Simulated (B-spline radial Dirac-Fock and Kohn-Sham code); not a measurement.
# Relative photoemission cross sections at Ga Kα (9251.7 eV): 3s, 3p1/2, 3p3/2, Al to Zr

Level of theory: the independent-particle Dirac-Slater model, thresholds from Dirac-Fock; a radial B-spline solver. Cross sections are relative to C 1s, computed as 0.05069 kb at this energy; β is from the dipole term. Free atoms in their tabulated ground configurations, whose changes along a row show as steps; without correlation, outer binding energies come out low.

| Z | element | σ 3s | σ 3p1/2 | σ 3p3/2 | β 3p3/2 | binding 3p3/2 (eV) |
| --- | --- | --- | --- | --- | --- | --- |
| 13 | Al | 0.121 | 0.000556 | 0.00107 | 0.25 | 5.48 |
| 14 | Si | 0.195 | 0.00231 | 0.00444 | 0.27 | 7.09 |
| 18 | Ar | 0.721 | 0.0533 | 0.101 | 0.42 | 14.69 |
| 20 | Ca | 1.25 | 0.130 | 0.244 | 0.50 | 33.62 |
| 21 | Sc | 1.55 | 0.180 | 0.339 | 0.54 | 39.27 |
| 22 | Ti | 1.87 | 0.244 | 0.456 | 0.57 | 44.95 |
| 23 | V | 2.23 | 0.322 | 0.600 | 0.61 | 50.75 |
| 25 | Mn | 3.05 | 0.531 | 0.984 | 0.69 | 62.88 |
| 26 | Fe | 3.51 | 0.668 | 1.23 | 0.73 | 69.25 |
| 27 | Co | 4.01 | 0.827 | 1.52 | 0.76 | 75.85 |
| 28 | Ni | 4.54 | 1.01 | 1.85 | 0.80 | 82.67 |
| 30 | Zn | 5.71 | 1.47 | 2.67 | 0.87 | 97.05 |
| 31 | Ga | 6.42 | 1.78 | 3.22 | 0.90 | 114.2 |
| 32 | Ge | 7.18 | 2.14 | 3.86 | 0.93 | 132.5 |
| 36 | Kr | 10.9 | 4.16 | 7.43 | 1.05 | 217.0 |
| 38 | Sr | 13.1 | 5.60 | 9.93 | 1.11 | 280.7 |
| 40 | Zr | 15.6 | 7.34 | 13.0 | 1.16 | 342.6 |
